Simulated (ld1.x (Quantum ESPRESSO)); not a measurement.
**Before and after: PAW potential for In**

```json
{"Element": "In (Z = 49)", "Generator": "ld1.x (Quantum ESPRESSO) 7.5", "Type": "PAW", "Functional": "PBE", "Relativity": "scalar-relativistic", "Frozen core": "[Kr]", "Valence charge": "13", "Reference configuration": "4d10 5s2 5p1", "Partial waves": "5s (bound): rcut 1.75, rcutus 2.10 bohr; 5s channel at 0.25 Ry: rcut 1.75, rcutus 2.10 bohr; 5p (bound): rcut 1.85, rcutus 2.10 bohr; 5p channel at 1.05 Ry: rcut 1.85, rcutus 2.10 bohr; 4d (bound): rcut 1.00, rcutus 1.30 bohr; 4d channel at 2.6 Ry: rcut 1.00, rcutus 1.30 bohr", "Local potential": "all-electron potential smoothed inside 1.10 bohr (lloc = -1)", "Core correction": "Bessel-smoothed model core, default radius (core density twice the valence density)", "Augmentation charge": "PSQ, inside the norm-conserving radii"}
```

Change: waves 5p (bound): rcut 1.85, rcutus 3.20 bohr; 5p channel at 1.05 Ry: rcut 1.85, rcutus 3.20 bohr.

Cutoffs: the cutoffs (Ry, on a coarse ladder) from which the occupation-weighted sum of valence levels, in a spherical-Bessel basis at the reference potential, stays within 10 and 1 mRy of its value at 400 Ry; they do not see the model core or the augmentation charge, which bear on the density cutoff. Errors are all-electron minus pseudo energies relative to the spin-unpolarised reference configuration.

Q: What does the change do?

A: The potential gets neither clearly harder nor softer (70 Ry and 120 Ry → 70 Ry and 120 Ry); both files keep a bound ghost (p, s); of the 7 tests that both files solve, the error grows in 2 and shrinks in 4 by more than 15 % and 0.3 meV (median size 1.0 → 1.7 meV).

```csv
quantity,base,changed
"cutoff, loose",70 Ry,70 Ry
"cutoff, tight",120 Ry,120 Ry
bound ghosts,"s, p","p, s"
"error for 4d10 5s2 5p0, meV [ΔE 5.36 eV]",-0.6,+0.2
"error for 4d10 5s1 5p0, meV [ΔE 24.60 eV]",+1.0,-7.1
"error for 4d10 5s0 5p0, meV [ΔE 52.92 eV]",+1.9,-15
"error for 4d10 5s2 5p1.3, meV [ΔE -0.53 eV]",+0.4,-0.1
"error for 4d10 5s2 5p0.5, meV [ΔE 1.94 eV]",-1.0,0.0
"error for 4d9 5s0 5p0, meV [ΔE 109.31 eV]",-224,-234
"error for 4d10 5s1 5p1, meV [ΔE 11.96 eV]",-3.1,-1.7
lowest overlap eigenvalue by channel,"s 0.22, p 0.61, d 0.78","s 0.22, p 0.04, d 0.78"
```

 A true bound ghost makes a file unfit for plane-wave use even where its test errors are small: the radial tests pick states by their node count and pass the ghost by.
